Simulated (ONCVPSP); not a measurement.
## What one change does to a pseudopotential (Ce, ONCV)

Ce (Z = 58), optimised norm-conserving Vanderbilt (ONCV), made with ONCVPSP 4.0.1 (PBE, scalar-relativistic). Core [Kr] 4d10, reference 4f1 5s2 5p6 5d1 6s2. Waves: 5s+6s: rc 2.65 bohr, ncon 3, nbas 8, qcut 5.7 1/bohr, 2 projectors; 5p: rc 2.05 bohr, ncon 4, nbas 8, qcut 4.2 1/bohr, 2 projectors, debl 3.6 Ha; 5d: rc 3.25 bohr, ncon 3, nbas 6, qcut 4.6 1/bohr, 2 projectors, debl 2.3 Ha; 4f: rc 1.30 bohr, ncon 4, nbas 9, qcut 10.9 1/bohr, local. Local part: the f channel. Core correction: Teter function, fcfact 2.75, rcfact 1.45.

Change: p: debl 4.65.

Cutoffs: the cutoffs (Ha) at which the residual kinetic energy of the hardest occupied pseudo-wave falls to 1 and 0.1 mHa per electron; they do not see the model core or the augmentation charge, which bear on the density cutoff. Errors are all-electron minus pseudo energies relative to the spin-unpolarised reference configuration.

What does the change do?

The potential gets neither clearly harder nor softer (60 Ha and 191 Ha → 60 Ha and 191 Ha); both files keep a bound ghost (p, s); of the 4 tests that both files solve, the error grows in 0 and shrinks in 2 by more than 15 % and 0.3 meV (median size 5.6 → 3.9 meV); the range in which the p phases agree narrows (upper end at the end of the scan → -0.5).

| quantity | base | changed |
| --- | --- | --- |
| cutoff, loose | 60 Ha | 60 Ha |
| cutoff, tight | 191 Ha | 191 Ha |
| bound ghosts | s, p | s, p |
| GHOST(+) flags under 300 eV | d at 112.1 eV | d at 112.1 eV |
| error for 4f1 5s2 5p6 5d1 6s1, meV [ΔE 6.07 eV] | -1.9 | -1.8 |
| error for 4f1 5s2 5p6 5d1 6s0, meV [ΔE 17.15 eV] | -7.5 | -7.3 |
| error for 4f1 5s2 5p6 5d0 6s0, meV [ΔE 36.33 eV] | -3.7 | +0.4 |
| error for 4f1 5s2 5p6 5d2 6s1, meV [ΔE 0.89 eV] | -8.0 | -6.0 |
| s: phases at 2.69 bohr within 0.05 rad from the reference energy up to (Ha; the scan ends near 5) | 2.8 | 2.8 |
| p: phases at 2.08 bohr within 0.05 rad from the reference energy up to (Ha; the scan ends near 5) | to the end of the scan | -0.5 |
| d: phases at 3.30 bohr within 0.05 rad from the reference energy up to (Ha; the scan ends near 5) | 3.5 | 3.5 |
| f: phases at 1.32 bohr within 0.05 rad from the reference energy up to (Ha; the scan ends near 5) | 1.1 | 1.1 |
| rms error of d²Exc/dni dnj with the model core, mHa | 6.64 | 6.64 |

 A true bound ghost makes a file unfit for plane-wave use even where its test errors are small: the radial tests pick states by their node count and pass the ghost by.
